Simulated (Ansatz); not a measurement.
`NB1CO1` + H–F → `FB1CO1` + NH₃ at 298.15 K and 1 bar (ligand exchange at a B–N bond).

Program: Ansatz. Geometries: PBE0-D4/def2-TZVP. ΔE: electronic, gas phase. CCSD(T)/CBS is the MP2 limit (def2-TZVPP, def2-QZVPP) plus CCSD(T) − MP2 in def2-TZVPP, frozen cores. This one scheme is used for every species. One conformer a species, not always the lowest.

```
 species  CCSD(T)/CBS energy (Eh)  H − E (kJ/mol)  S (J/(mol·K))
`NB1CO1`               -195.16486           175.2          277.0
     H–F               -100.39570            33.5          173.6
`FB1CO1`               -239.05799           109.4          268.9
     NH₃                -56.50880           100.5          192.4
```

H − E and S are ideal-gas, rigid-rotor, harmonic terms from PBE0-D4/def2-TZVP, for one conformer and one mirror image of each species. 1 Eh = 2625.50 kJ/mol, R = 8.31446 J/(mol·K).

By hand: ΔE, ΔH, ΔS and ΔG.

ΔE = (-239.05799) + (-56.50880) − (-195.16486) − (-100.39570) = -0.00623 Eh = -16.4 kJ/mol. Δ(H − E) = 109.4 + 100.5 − 175.2 − 33.5 = 1.2, so ΔH = -15.2 kJ/mol. ΔS = 268.9 + 192.4 − 277.0 − 173.6 = 10.7 J/(mol·K). ΔG = -15.2 − 298.15 × (10.7)/1000 = -18.4 kJ/mol.

By hand: the equilibrium constant, and the temperature at which ΔG would vanish if ΔH and ΔS stayed fixed.

log₁₀ K = −ΔG/(RT ln 10) = 3.2. ΔH and −TΔS have one sign here, so there is no such temperature.

The number of gas molecules stays the same, so ΔS is small and ΔH decides. A doubt of 5 kJ/mol in ΔE shifts log₁₀ K by 0.9 here. Other conformers and mirror images would add mixing entropy, several J/(mol·K) or more a flexible species. These are equilibria of isolated gas molecules and say nothing of rates. Largest T1 diagnostic: 0.014 (customary marks: 0.02 for closed shells, 0.045 for open ones).

ΔS is within the doubt of such terms, so its sign, and with it that verdict, could turn.
